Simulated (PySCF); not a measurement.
SMILES Cl[Si](Cl)(Cl)C[Si](C)(C)C (C4H11Cl3Si2) at its GFN2-xTB optimised geometry (Å):

```
20

C      1.6229     0.6750     0.0000
Si    -0.2796     0.6750     0.0000
C     -0.9400     2.4643     0.0000
C     -0.9538    -0.2817     1.5021
C     -0.9506    -0.1632    -1.6073
Si    -0.0672    -1.7198    -2.2170
Cl    -1.1864    -2.6770    -3.6171
Cl     0.2757    -3.0326    -0.7146
Cl     1.7121    -1.2455    -3.0577
H      2.0236     1.1074    -0.9117
H      2.0159     1.2480     0.8344
H      2.0152    -0.3338     0.0828
H     -0.6517     2.9858     0.9069
H     -2.0236     2.4909    -0.0602
H     -0.5511     3.0326    -0.8394
H     -0.6042     0.1540     2.4331
H     -0.6334    -1.3186     1.4854
H     -2.0396    -0.2735     1.5265
H     -0.9325     0.5751    -2.4081
H     -2.0019    -0.3969    -1.4434
```

Computed with CAM-B3LYP/def2-SVP in PySCF. Cells within 0.4 Å of a nucleus heavier than hydrogen are left out (blank, or x).

Map of the deformation density (molecule minus spherical neutral atoms) (e/bohr³) on the plane z = 1.5 Å:

```
|111111111111111111111111111|
|111111111111111111111111111|
|111111111111111111111111111|
|111111111100011111111111111|
|111111111000000111111111111|
|111111110000000111111111111|
|111111100000000011111111111|
|111111100000000000011111111|
|111111100000000000000111111|
|111111100000000000000111111|
|111111100000000000000011111|
|111111000000000000000111111|
|111110000101100000000111111|
|11111000374x200000000111111|
|1111100049xx100000001111111|
|111110001229500000001111111|
|111111000017400001111111111|
|111111100000000011111111111|
|111111110000000111111111111|
|111111111100001111111111111|
|111111111111111111111111111|
|111111111111111111111111111|
|111111111111111111111111111|
|111111111111111111111111111|
|111111111111111111111111111|
|111111111111111111111111111|
|111111111111111111111111111|
```
Scale: ten equal steps from -0.010 (start of '0') to 0.083 (end of '9'), in the order '0123456789'; x runs from -5.50 to 5.50, y from -5.50 (bottom) to 5.50 (top).
